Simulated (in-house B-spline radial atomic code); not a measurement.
How numerical settings move a run on Ar II (Ar+), [Ne] 3s2 3p5. Computed with a B-spline radial code for spherical atoms: non-relativistic PBE0, spherical fractional occupations, point nucleus.

Command:
```bash
python run_scf.py task.json out
```
Settings of the sound reference run:
```
Z                18
electrons        17
configuration    [Ne] 3s2 3p5
hamiltonian      nr
method           pbe0
spin_polarised   False
knot_spacing     0.22
spline_order     8
gauss_points     12
box_radius       35.29
max_iterations   70
damping          0.5
damped_steps     3
diis_vectors     10
tolerance        1e-08
start            Thomas-Fermi
```

Cost of the run: 0.26 s on 1 thread of Arm Neoverse N1, on a shared host.

It converges in 9 iterations to -526.741836 hartree, with 3p at -23.4377 eV. The other runs change the listed settings, some to values that make no sense; their results aren't properties of the atom or ion. Radii are in bohr (the nuclear one in fm), a minus after a letter asks for a j subshell, and «unchanged» means within 1e-8 hartree. The run stops when the residual is below 10 × tolerance × max(1, Z/10), or a noise floor if that is larger, and the energy moves by less than 1e-8 × √|E| hartree; so very loose and very tight tolerances often act alike.

```tsv
changed settings	outcome
knot_spacing = 0.3	converged in 9 iterations, energy +8.55e-06 hartree from the reference, 3p level -1.2e-05 eV
spline_order = 4	converged in 9 iterations, energy +1.47e-04 hartree from the reference, 3p level -4.9e-05 eV
knot_spacing = 2	converged in 9 iterations, energy +3.67e+01 hartree from the reference, 3p level -3.9e+00 eV (the program warns: 3p reaches the box edge; 1s reaches the box edge)
max_iterations = 100, damping = 0, tolerance = 0.01, start = bare nucleus	converged in 10 iterations, energy unchanged, 3p level +4.8e-06 eV
knot_spacing = 0.55	converged in 9 iterations, energy +6.02e-03 hartree from the reference, 3p level -3.8e-03 eV
spline_order = 3	converged in 9 iterations, energy +1.01e-02 hartree from the reference, 3p level -2.0e-03 eV
spline_order = 6	converged in 9 iterations, energy +1.47e-06 hartree from the reference, 3p level -1.5e-06 eV
damped_steps = 8	converged in 13 iterations, energy unchanged, 3p level +2.6e-06 eV
spline_order = 6, gauss_points = 6, box_radius = 10.59, max_iterations = 50, diis_vectors = 2	converged in 12 iterations, energy +1.47e-06 hartree from the reference, 3p level -1.4e-06 eV
electrons = 19, configuration = [Ne] 3s2 3p7, max_iterations = 60	stopped with error: shell 3p holds at most 6 electrons
damped_steps = 30	converged in 20 iterations, energy unchanged, 3p level +6.7e-07 eV
knot_spacing = 0.1	converged in 9 iterations, energy -1.47e-06 hartree from the reference, 3p level -4.0e-06 eV
gauss_points = 4, max_iterations = 50, start = bare nucleus	converged in 10 iterations, energy -4.31e-07 hartree from the reference
spline_order = 5	converged in 9 iterations, energy +4.25e-06 hartree from the reference, 3p level +8.4e-06 eV
damped_steps = 1	converged in 8 iterations, energy unchanged, 3p level +2.6e-06 eV
knot_spacing = 1	converged in 9 iterations, energy +1.48e+00 hartree from the reference, 3p level -3.3e-01 eV (the program warns: 3s reaches the box edge)
knot_spacing = 0.75, box_radius = 5.29, max_iterations = 100, damped_steps = 8, tolerance = 1e-13	converged in 14 iterations, energy +4.79e-02 hartree from the reference, 3p level +9.8e-02 eV (the program warns: 3p reaches the box edge; 3s reaches the box edge)
spline_order = 7	converged in 9 iterations, energy +1.96e-06 hartree from the reference, 3p level +1.7e-05 eV
```

(1) What happens with knot_spacing = 1.4?

(2) What happens with hamiltonian = dirac, method = tpss,tpss, nucleus = fermi, rms_radius = 3.4274, mass_number = 40, atomic_mass = 39.96238, speed_of_light = 137.036?

(3) What happens with knot_spacing = 0.75?

(4) What happens with knot_spacing = 0.15, box_radius = 5.29, max_iterations = 50, tolerance = 1e-06, start = bare nucleus?

## Answers

(1) Converged in 9 iterations, energy +2.07e+01 hartree from the reference, 3p level -2.1e+00 eV (the program warns: 3p reaches the box edge; 1s reaches the box edge).

(2) Stopped with error: meta-GGAs are not served with the Dirac Hamiltonian.

(3) Converged in 9 iterations, energy +2.87e-01 hartree from the reference, 3p level -3.6e-02 eV.

(4) Converged in 9 iterations, energy +2.67e-03 hartree from the reference, 3p level +9.9e-02 eV (the program warns: 3p reaches the box edge; 3s reaches the box edge).
